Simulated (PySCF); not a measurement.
# [Lu(H2O)3]3+ at several levels of theory

Computed with PySCF 2.14.0 (density fitting, no spin-orbit coupling) at the geometry relaxed with PBE:

```xyz
10
[Lu(H2O)3]3+ (singlet in the valence; each metal's 4f electrons, 14 of them, lie in its core potential, out of spins and levels)
Lu    0.0000    0.0000    0.0000
O     2.1932    0.0000    0.0000
H     2.8178    0.7509    0.2170
H     2.8178   -0.7509   -0.2170
O    -1.0966    1.8993    0.0000
H    -2.0592    2.0649    0.2170
H    -0.7586    2.8158   -0.2170
O    -1.0966   -1.8993    0.0000
H    -0.7586   -2.8158    0.2170
H    -2.0592   -2.0648   -0.2170
```

| level | basis | state | HOMO (eV) | gap (eV) | charge on Lu1 (e) | population of f-type functions on Lu1 (polarisation alone where 4f lies in the core) | dipole about the centre of mass (D) | largest force component (eV/Å) |
| --- | --- | --- | --- | --- | --- | --- | --- | --- |
| PBE | Lu lcecp-1-SVP with ECP60, O def2-SVP, H def2-SVP | singlet | -23.73 | 5.48 | 1.76 | 0.04 | 0.00 | 0.01 |
| revPBE | the same | singlet | -23.69 | 5.53 | 1.78 | 0.04 | 0.00 | 0.18 |
| r2SCAN | the same | singlet | -24.16 | 6.59 | 1.89 | 0.04 | 0.00 | 0.38 |
| TPSS | the same | singlet | -23.82 | 5.88 | 1.82 | 0.04 | 0.00 | 0.10 |
| PBE | Lu lcecp-1-TZVP with ECP60, O def2-TZVP, H def2-TZVP | singlet | -23.76 | 5.54 | 2.06 | 0.05 | 0.00 | 0.33 |

In the lcecp rows the 4f levels are missing from HOMO and gap, and the state counts the valence alone.

Charges are Mulliken's, which hang on the basis. The relaxation used the grid (50, 194), these runs (75, 302) or, all-electron (x2c bases, spin-free X2C Hamiltonian), (99, 590).

What does BP86 with Lu lcecp-1-SVP with ECP60, O def2-SVP, H def2-SVP give here?

state singlet, HOMO (eV) -23.84, gap (eV) 5.79, charge on Lu1 (e) 1.77, population of f-type functions on Lu1 (polarisation alone where 4f lies in the core) 0.04, dipole about the centre of mass (D) 0.00, largest force component (eV/Å) 0.06. Time: 6.2 s on 2 threads of Arm Neoverse V1, with other jobs on the host, from an already converged density.

A frequency check found unstable modes (1, the lowest at -21 cm⁻¹), so the relaxed geometry is a saddle point, or these are noise. An lcecp potential fixes the number of 4f electrons, so in runs with it no electron can move into or out of that shell.
